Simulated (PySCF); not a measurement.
BGeH6NO2, SMILES OB(O)[NH][GeH3].

The structure is a stationary point at PBE0-D3(BJ)/def2-SVP. This is a generated structure with no PubChem entry under its InChIKey; it may be hypothetical. One conformer was computed; it need not be the lowest.

The numbers are results of TDDFT-CAM-B3LYP/def2-SVPD (PySCF), not measurements.

Vertical excitations.  State labels are in the subgroup Cs.

```csv
state,symmetry,energy (eV),λ (nm),f,main pairs
S1,A",6.23,199,0.003,HOMO→LUMO 89 %
S2,A",7.31,170,0.031,HOMO→LUMO+1 93 %
S3,A",7.59,163,0.000,HOMO→LUMO+3 79 %
S4,A",7.84,158,0.000,"HOMO→LUMO+2 45 %, HOMO−1→LUMO 38 %"
S5,A",7.94,156,0.015,"HOMO→LUMO+4 61 %, HOMO−1→LUMO 15 %, HOMO→LUMO+2 12 %"
S6,A',8.11,153,0.104,HOMO→LUMO+5 93 %
S7,A",8.13,153,0.003,"HOMO→LUMO+4 29 %, HOMO→LUMO+2 28 %, HOMO−1→LUMO 27 %"
S8,A',8.39,148,0.011,"HOMO−2→LUMO 69 %, HOMO−2→LUMO+3 18 %"
S9,A',8.71,142,0.078,"HOMO−4→LUMO 74 %, HOMO−2→LUMO+3 12 %"
S10,A",8.80,141,0.000,"HOMO−3→LUMO 40 %, HOMO−1→LUMO+2 16 %, HOMO−1→LUMO+3 8 %, HOMO−1→LUMO+1 7 %"
T1,A",5.99,207,0,HOMO→LUMO 82 %
T2,A",6.98,178,0,HOMO→LUMO+1 79 %
T3,A",7.34,169,0,HOMO→LUMO+3 69 %
T4,A',7.56,164,0,HOMO→LUMO+5 76 %
```
Triplets are in the Tamm–Dancoff approximation, which puts them higher than full response would, so one can lie above its singlet here.
